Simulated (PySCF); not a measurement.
# How methods differ on the excitation energy of Pr+

Pr+ [Xe] 4f3 6s1 (high-spin determinant) → Pr+ [Xe] 4f3 6p1 (high-spin determinant), as a difference of total energies. Computed with PySCF 2.14 in ANO-RCC-VTZP (8s7p5d3f2g1h, 104 functions), with scalar relativity by spin-free X2C-1e. Correlated levels: valence: [Kr] 4d10 frozen; valence and next inner shell: [Ar] 3d10 frozen. The calculations carry no spin-orbit coupling.

```json
{"method": "UHF", "excitation energy (cm⁻¹)": "20887"}
{"method": "LDA", "excitation energy (cm⁻¹)": "23513"}
{"method": "PBE", "excitation energy (cm⁻¹)": "22140"}
{"method": "PBE0", "excitation energy (cm⁻¹)": "21855"}
{"method": "r2SCAN", "excitation energy (cm⁻¹)": "21417"}
{"method": "MP2 (valence)", "excitation energy (cm⁻¹)": "23487"}
{"method": "SCS-MP2 (valence)", "excitation energy (cm⁻¹)": "22803"}
{"method": "MP2 (valence and next inner shell)", "excitation energy (cm⁻¹)": "23864"}
{"method": "SCS-MP2 (valence and next inner shell)", "excitation energy (cm⁻¹)": "23137"}
```

A first-order spin-orbit estimate (lowest level to lowest level, LS coupling) adds -0.060 eV.

The basis was made for the ground configuration and has no added diffuse functions, so the excitation energy can come out too high.

The determinant of the upper state and of the lower state mixes LS terms, which raises its energy above the lowest term, most at the Hartree-Fock and MP2 levels.
